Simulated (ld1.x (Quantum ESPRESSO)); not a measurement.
# Configuration tests for Tb (Z = 65) (PAW)

Tb, PAW, made with ld1.x (Quantum ESPRESSO) 7.5 (BLYP, scalar-relativistic). Core [Kr] 4d10 4f8, reference 5s2 5p6 5d1 6s1 6p0 (charge +1). Waves: 5s (bound): rcut 1.75, rcutus 2.10 bohr; 6s (bound): rcut 1.75, rcutus 2.10 bohr; 5p (bound): rcut 2.80, rcutus 3.05 bohr; 6p (bound, empty): rcut 2.80, rcutus 3.05 bohr; 5d (bound): rcut 2.80, rcutus 3.70 bohr; 5d channel at 3.5 Ry: rcut 2.80, rcutus 3.70 bohr. Local part: all-electron potential smoothed inside 1.80 bohr (lloc = -1). Core correction: Bessel-smoothed model core inside 1.35 bohr. Augmentation charge: PSQ, inside the norm-conserving radii.

Energies are relative to the spin-unpolarised reference configuration 5s2 5p6 5d1 6s1 6p0; without spin polarisation the order of configurations can differ from experiment. Not all tests gave a result: test run stopped at test 7 of 7 (negative rho).

Question: Give the all-electron excitation energy and the error of the potential for: 5s2 5p6 5d1 6s2 6p0; 5s2 5p6 5d1 6s0 6p0; 5s2 5p6 5d0 6s0 6p0; 5s1 5p6 5d1 6s2 6p0; 5s2 5p6 5d0 6s2 6p1; 5s2 5p6 5d2 6s1 6p0.

Answer:

```csv
valence configuration,charge,ΔE all-electron (eV),error AE − PS (meV)
5s2 5p6 5d1 6s2 6p0,0,-6.671,-0.6
5s2 5p6 5d1 6s0 6p0,+2,12.372,-11
5s2 5p6 5d0 6s0 6p0,+3,32.253,-107
5s1 5p6 5d1 6s2 6p0,+1,50.042,-354
5s2 5p6 5d0 6s2 6p1,0,-4.936,-4.6
5s2 5p6 5d2 6s1 6p0,0,-4.711,-16
```

Levels in the configuration 5s2 5p6 5d0 6s2 6p1:

| level | all-electron (eV) | pseudo (eV) |
| --- | --- | --- |
| 5s | -54.288 | -54.394 |
| 5p | -30.740 | -30.820 |
| 6s | -5.385 | -5.391 |
| 6p | -1.994 | -1.995 |

ld1.x printed “convergence not achieved” for 1 of the counted tests; its residual had stalled under 1e-8, short of the target of 1e-14.
